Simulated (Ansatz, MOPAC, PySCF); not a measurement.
Donor–acceptor adduct: BH3 (SMILES B) (first 4 atoms) with AsH3 (SMILES [AsH3]); geometry from B3LYP-D3(BJ)/def2-TZVP, rigid monomers moved along the line of their centres of mass till B1···As5 is 2.93 Å.
(charge 0, multiplicity 1):
```xyz
8

B     -0.00516    -0.05977     0.62956
H     -0.86618     0.77756     0.57872
H     -0.35292    -1.18244     0.37704
H      1.06646     0.26575     0.19285
As     0.52700    -0.21744     3.50365
H     -0.59506    -0.60734     4.43545
H      0.99969     1.01872     4.23013
H      1.57536    -1.18267     4.00223
```

Counterpoise-corrected where a basis set is named; no monomer relaxation. Rows marked so take none.

Rows in 6-31G* carry no dispersion term and start afresh at each structure (6-31G* with six Cartesian d functions); the Pople sets are all-electron and without relativity. The state that AM1 reach isn't checked.

The values were computed with Ansatz (Gaussian basis) for Hartree–Fock, density functionals and correlated methods; MOPAC for AM1 (differences of heats of formation); PySCF for 6-31G* rows. Values without a source in brackets are computed.

Task: One of these levels gives -303.8 meV for the interaction energy. Name it.
A) PBE/def2-TZVPPD
B) AM1
C) HF/aug-cc-pVDZ
D) B3LYP/6-31G* (no counterpoise)

Result: C, HF/aug-cc-pVDZ. The others give -156.2 (AM1), -579.0 (PBE/def2-TZVPPD), -461.5 (B3LYP/6-31G* (no counterpoise))

Ansatz is a program for electronic structure.
